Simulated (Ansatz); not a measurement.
A search over several starts for the lowest SCF solution of CoF3 at the given spin, in a small basis.

```yaml
crystal:
  periodic: [false, false, false]
  atoms:
    - {symbol: Co, position_ang: [0.000170, -0.000244, 0.000236]}
    - {symbol: F, position_ang: [1.718694, -0.026954, 0.012912]}
    - {symbol: F, position_ang: [-0.835422, 1.501697, -0.017193]}
    - {symbol: F, position_ang: [-0.883442, -1.474500, 0.004046]}
basis:
  gaussian: {orbitals: def2-SVP, initial_orbitals: start.molden}
magnetization: {spin_polarized: true, initial_magnetization: 4}
hamiltonian: {xc: pbe0, dispersion: d4}
output: {orbitals: {seedname: orbitals}}
```

The file start.molden holds the orbitals of an earlier run on this structure, at another level or in another basis.

```sh
$ ansatz run in.yaml --threads 2 --pin off --events-out ev --progress --plain --max-ram 4352MiB
```

Shortened log:

```
Functional definition: PBE0
722 factors; integrals over basis functions are off by at most 5.7e-4 eV
mean field evaluation 1: about -45752.6485 eV, gradient 1.1e1 eV
mean field evaluation 2: about -45753.0125 eV, gradient 2.3e-1 eV
mean field evaluation 4: about -45753.1448 eV, gradient 8.3e-4 eV
mean field evaluation 8: about -45753.1448 eV, gradient 2.3e-5 eV
mean field evaluation 16: about -45753.0116 eV, gradient 2.1e-1 eV
mean field evaluation 32: about -45753.1448 eV, gradient 7.4e-5 eV
mean field -45753.14475853 eV, -1681.3970572807 hartree, gradient 1.6e-5 eV, S^2 6.009908; 5 other end points of the search recorded, 0 dependent functions left out
reference -45753.14481166 eV, -1681.3970592329 hartree; 29, 25 occupied and 44, 48 virtual orbitals, 722 factors
Total energy: -45753.18573314 eV, -1681.3985630699 hartree
```

Hardware: 2 threads of Intel Xeon 6975P-C on a shared host. Wall time 3.9 s.
